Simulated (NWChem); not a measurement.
System: CH₆FNOSi; SMILES N([Si@@H](F)O)C

Input file for NWChem:

```
start job
memory heap 200 mb stack 900 mb global 1100 mb
geometry units angstroms noautosym nocenter noautoz
  C      0.237606    -2.347084     0.082644
  N     -0.045158    -1.054594    -0.492109
  Si    -0.273319     0.403605     0.345401
  O     -1.196315     1.373127    -0.623418
  F      1.087548     1.257547     0.633772
  H      0.067206    -2.318830     1.170205
  H     -0.423811    -3.131625    -0.323380
  H      1.282076    -2.673756    -0.071881
  H     -0.004771    -1.015403    -1.504645
  H     -0.831484     0.117531     1.688365
  H     -1.018076     2.316021    -0.559995
end
basis spherical
  * library 6-31g*
end
dft
  xc hfexch
  iterations 150
  mulliken
end
task dft energy
esp
  recalculate
  probe 0.07
  range 0.3
  factor 1.0
  spacing 0.02
end
task esp
```

Parts of the log:

```
             Northwest Computational Chemistry Package (NWChem) 7.3.0
             --------------------------------------------------------

                             Geometry "geometry" -> ""
                             -------------------------

 Output coordinates in angstroms (scale by  1.889725989 to convert to a.u.)

  No.       Tag          Charge          X              Y              Z
 ---- ---------------- ---------- -------------- -------------- --------------
    1 C                    6.0000     0.23760600    -2.34708400     0.08264400
    2 N                    7.0000    -0.04515800    -1.05459400    -0.49210900
    3 Si                  14.0000    -0.27331900     0.40360500     0.34540100
    4 O                    8.0000    -1.19631500     1.37312700    -0.62341800
    5 F                    9.0000     1.08754800     1.25754700     0.63377200
    6 H                    1.0000     0.06720600    -2.31883000     1.17020500
    7 H                    1.0000    -0.42381100    -3.13162500    -0.32338000
    8 H                    1.0000     1.28207600    -2.67375600    -0.07188100
    9 H                    1.0000    -0.00477100    -1.01540300    -1.50464500
   10 H                    1.0000    -0.83148400     0.11753100     1.68836500
   11 H                    1.0000    -1.01807600     2.31602100    -0.55999500

 Effective nuclear repulsion energy (a.u.)     252.9960090735

  xc_inp: hfexch multiplicative factor not found.

                                 NWChem DFT Module
                                 -----------------

 Summary of "ao basis" -> "ao basis" (spherical)
 ------------------------------------------------------------------------------
       Tag                 Description            Shells   Functions and Types
 ---------------- ------------------------------  ------  ---------------------
 C                           6-31g*                  6       14   3s2p1d
 N                           6-31g*                  6       14   3s2p1d
 Si                          6-31g*                  8       18   4s3p1d
 O                           6-31g*                  6       14   3s2p1d
 F                           6-31g*                  6       14   3s2p1d
 H                           6-31g*                  2        2   2s

            General Information
            -------------------
          SCF calculation type: DFT
          Wavefunction type:  closed shell.
          No. of atoms     :    11
          No. of electrons :    50
           Alpha electrons :    25
            Beta electrons :    25
          Charge           :     0
          Spin multiplicity:     1
          Use of symmetry is: off; symmetry adaption is: off
          Maximum number of iterations: 150
          AO basis - number of functions:    86
                     number of shells:    44
          Convergence on energy requested:  1.00D-06
          Convergence on density requested:  1.00D-05
          Convergence on gradient requested:  5.00D-04

              XC Information
              --------------
                     Hartree-Fock (Exact) Exchange  1.000

      Superposition of Atomic Density Guess
      -------------------------------------

 Sum of atomic energies:        -557.88737940

      Non-variational initial energy
      ------------------------------

 Total energy =    -559.938702
 1-e energy   =   -1273.015255
 2-e energy   =     460.080544
 HOMO         =      -0.302995
 LUMO         =       0.070872

     ---------------------------------------------
      Total Density - Mulliken Population Analysis
     ---------------------------------------------

    Atom       Charge   Shell Charges
 -----------   ------   -------------------------------------------------------
    1 C    6     6.39   2.00  0.70  1.92  0.64  1.08  0.05
    2 N    7     7.96   2.00  0.81  2.62  0.77  1.74  0.02
    3 Si  14    12.54   2.00  2.00  5.97  0.78  1.15  0.16  0.21  0.27
    4 O    8     9.02   2.00  0.93  3.14  0.90  2.04  0.01
    5 F    9     9.62   2.00  0.95  3.48  1.00  2.19  0.01
    6 H    1     0.79   0.47  0.32
    7 H    1     0.79   0.47  0.32
    8 H    1     0.80   0.48  0.32
    9 H    1     0.56   0.41  0.15
   10 H    1     1.08   0.47  0.61
   11 H    1     0.44   0.35  0.09

   convergence    iter        energy       DeltaE   RMS-Dens  Diis-err
 ---------------- ----- ----------------- --------- --------- ---------
 d= 0,ls=0.0,diis     1   -559.0653651766 -8.12D+02  7.38D-03  7.96D-01
 d= 0,ls=0.0,diis     2   -559.1375768620 -7.22D-02  2.50D-03  2.13D-01
 d= 0,ls=0.0,diis     3   -559.1564191857 -1.88D-02  7.53D-04  5.36D-03
 d= 0,ls=0.0,diis     4   -559.1572415236 -8.22D-04  1.24D-04  1.26D-04
 d= 0,ls=0.0,diis     5   -559.1572611321 -1.96D-05  3.57D-05  1.62D-05
  Resetting Diis
 d= 0,ls=0.0,diis     6   -559.1572634326 -2.30D-06  1.42D-05  1.22D-06
 d= 0,ls=0.0,diis     7   -559.1572636938 -2.61D-07  2.77D-06  5.47D-08

         Total DFT energy =     -559.157263693812
      One electron energy =    -1277.100889068112
           Coulomb energy =      517.779531558370
    Exchange-Corr. energy =      -52.831915257545
 Nuclear repulsion energy =      252.996009073475

 Numeric. integr. density =        0.000000000000

                       DFT Final Molecular Orbital Analysis
                       ------------------------------------

 Vector   23  Occ=2.000000D+00  E=-5.233658D-01
              MO Center= -1.0D-01, -1.4D+00,  2.9D-02, r^2= 3.8D+00
   Bfn.  Coefficient  Atom+Function         Bfn.  Coefficient  Atom+Function
  ----- ------------  ---------------      ----- ------------  ---------------
     5      0.312870   1 C  pz               51      0.237923   4 O  pz
    75      0.225220   6 H  s                19     -0.199844   2 N  pz
    76      0.192428   6 H  s                55      0.183302   4 O  pz
     9      0.179455   1 C  pz               23     -0.149991   2 N  pz
    36      0.141334   3 Si py                4      0.138001   1 C  py

 Vector   24  Occ=2.000000D+00  E=-4.820809D-01
              MO Center= -6.9D-01,  3.3D-01,  4.4D-01, r^2= 3.1D+00
   Bfn.  Coefficient  Atom+Function         Bfn.  Coefficient  Atom+Function
  ----- ------------  ---------------      ----- ------------  ---------------
    84     -0.352326  10 H  s                51      0.324440   4 O  pz
    55      0.265911   4 O  pz               37     -0.232284   3 Si pz
    83     -0.233139  10 H  s                49     -0.177434   4 O  px
    18      0.160961   2 N  py               53     -0.152856   4 O  px
    19      0.130608   2 N  pz               20      0.112580   2 N  s

 Vector   25  Occ=2.000000D+00  E=-3.888609D-01
              MO Center=  3.7D-02, -1.3D+00, -3.5D-01, r^2= 1.9D+00
   Bfn.  Coefficient  Atom+Function         Bfn.  Coefficient  Atom+Function
  ----- ------------  ---------------      ----- ------------  ---------------
    17      0.510681   2 N  px               21      0.490340   2 N  px
     3     -0.169192   1 C  px               80     -0.167235   8 H  s
    78      0.143821   7 H  s                79     -0.144120   8 H  s
    77      0.121804   7 H  s                 7     -0.110177   1 C  px
    22      0.096716   2 N  py               18      0.091749   2 N  py

 Vector   26  Occ=0.000000D+00  E= 1.834557D-01
              MO Center= -4.5D-01,  7.2D-01,  3.6D-01, r^2= 5.9D+00
   Bfn.  Coefficient  Atom+Function         Bfn.  Coefficient  Atom+Function
  ----- ------------  ---------------      ----- ------------  ---------------
    40      0.895244   3 Si py                6      0.841287   1 C  s
    52     -0.792591   4 O  s                39     -0.512978   3 Si px
    38      0.354391   3 Si s                86      0.343010  11 H  s
    76     -0.338760   6 H  s                78     -0.285332   7 H  s
    80     -0.263129   8 H  s                20      0.231667   2 N  s

[...]

                     NWChem Electrostatic Potential Fit Module
                     -----------------------------------------

 Atom parameters

 Number of atoms is                                   11
 Number of basis functions is                         86

 Grid parameters

 Maximum number of grid points is                  44298
 Number of grid points is                          44297
 Grid range                                     0.300000 nm
 Grid spacing                                   0.020000 nm
 Probe radius                                   0.070000 nm
 Atom radius factor                             1.000000

 Atomic radii

    1    0.100000
    6    0.147000
    7    0.140000
    8    0.136000
    9    0.128000
   14    0.187000
 FASTESP  F
  using M.O. file = ./job.movecs

    Atom              Coordinates                           Charge

                                                  ESP

    1 C     0.023761   -0.234708    0.008264    0.191944
    2 N    -0.004516   -0.105459   -0.049211   -0.728921
    3 Si   -0.027332    0.040361    0.034540    1.176841
    4 O    -0.119632    0.137313   -0.062342   -0.839538
    5 F     0.108755    0.125755    0.063377   -0.434013
    6 H     0.006721   -0.231883    0.117021    0.016438
    7 H    -0.042381   -0.313163   -0.032338   -0.009247
    8 H     0.128208   -0.267376   -0.007188   -0.008135
    9 H    -0.000477   -0.101540   -0.150465    0.345868
   10 H    -0.083148    0.011753    0.168837   -0.188094
   11 H    -0.101808    0.231602   -0.056000    0.476856
                                            ------------
                                                0.000000

 Dipole moment                                  0.333468

 Quadrupole moment Qxx                        -12.881878
                   Qyy                         13.262511
                   Qzz                         -0.380633

 RMS deviation kJ/mol                           0.052108

 RRMS %                                        25.518824
```

Level: Hartree-Fock/6-31G* (spherical d). Structure relaxed at the PBE0/def2-SVP level.
